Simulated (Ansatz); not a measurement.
`[NH2][AlH][Br]` + H₂Se → `[NH2][AlH][SeH]` + HBr at 500 K and 1 bar (ligand exchange at the Al–Br bond).

Gas-phase electronic energies from Ansatz, PBE0-D4/def2-TZVP geometries. CCSD(T)/CBS is the MP2 limit (def2-TZVPP, def2-QZVPP) plus CCSD(T) − MP2 in def2-TZVPP, frozen cores. For Br, Se outer-core shells are correlated without core-valence functions, which leaves a few kJ/mol of doubt a bond. Scalar relativity is left out up to krypton. Each species was taken in one conformer, which may not be the lowest.

| species | CCSD(T)/CBS energy (Eh) | H − E (kJ/mol) | S (J/(mol·K)) |
| --- | --- | --- | --- |
| `[NH2][AlH][Br]` | -2871.94728 | 121.4 | 348.9 |
| H₂Se | -2401.89790 | 53.1 | 237.8 |
| `[NH2][AlH][SeH]` | -2699.90849 | 145.0 | 370.9 |
| HBr | -2573.91920 | 30.5 | 213.7 |

H − E and S are ideal-gas, rigid-rotor, harmonic terms from PBE0-D4/def2-TZVP, for one conformer and one mirror image of each species. 1 Eh = 2625.50 kJ/mol, R = 8.31446 J/(mol·K).

Question: By hand: ΔE, ΔH, ΔS and ΔG.

Answer: ΔE = (-2699.90849) + (-2573.91920) − (-2871.94728) − (-2401.89790) = 0.01749 Eh = 45.9 kJ/mol. Δ(H − E) = 145.0 + 30.5 − 121.4 − 53.1 = 1.0, so ΔH = 46.9 kJ/mol. ΔS = 370.9 + 213.7 − 348.9 − 237.8 = -2.1 J/(mol·K). ΔG = 46.9 − 500 × (-2.1)/1000 = 47.9 kJ/mol.

Question: By hand: the equilibrium constant, and the temperature at which ΔG would vanish if ΔH and ΔS stayed fixed.

Answer: log₁₀ K = −ΔG/(RT ln 10) = -5.0. ΔH and −TΔS have one sign here, so there is no such temperature. One of them is within its doubt of zero, so this could turn.

The number of gas molecules stays the same, so ΔS is small and ΔH decides. A doubt of 5 kJ/mol in ΔE shifts log₁₀ K by 0.5 here. Other conformers and mirror images would add mixing entropy, several J/(mol·K) or more a flexible species. These are equilibria of isolated gas molecules and say nothing of rates. Largest T1 diagnostic: 0.010 (customary marks: 0.02 for closed shells, 0.045 for open ones).
